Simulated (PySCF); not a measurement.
## Ions at one geometry of [TlI2]+

PySCF 2.14.0, RKS PBE0, Tl def2-SVP with ECP60, I def2-SVP with ECP28; non-relativistic Hamiltonian with scalar-relativistic core potentials where named; density fitting; no spin-orbit coupling; singlets restricted, open shells unrestricted. The geometry is relaxed for charge +1, singlet, vacuum:

```xyz
3

Tl    0.0000    0.0000    0.1271
I     2.6232    0.0000    0.1272
I    -2.6232    0.0000    0.1272
```

Energies count from the relaxed state; an electron taken off or put on is at rest in vacuum. Charges and spins are Mulliken's.

| state | energy (eV) | spin squared | charge on Tl1 (e) | spin on Tl1 (e) | dipole about the centre of mass (D) |
| --- | --- | --- | --- | --- | --- |
| charge +1, singlet, vacuum | 0.00 | 0.00 | 0.58 | 0.00 | 0.00 |
| charge +2, doublet, vacuum | 14.76 | 0.76 | 0.70 | -0.07 | 0.00 |

**Question.** What does the state charge 0, doublet, vacuum give?

**Answer.** energy (eV) -7.30, spin squared 0.75, charge on Tl1 (e) 0.33, spin on Tl1 (e) 0.25, dipole about the centre of mass (D) 0.00.

With an electron taken off (doublet) the charges change, summed by element, by Tl +0.12 e, I +0.88 e. The vertical ionisation energy is 14.76 eV, against −ε(HOMO) = 12.88 eV of the relaxed state. The level lies 1.9 eV too high, as is usual for semilocal functionals and global hybrids, which keep a self-interaction error.

With an electron put on (doublet) the charges change, summed by element, by Tl -0.25 e, I -0.75 e. The vertical electron affinity is 7.30 eV, against −ε(LUMO) = 9.15 eV of the relaxed state.

Open shells may have lower solutions than those found.
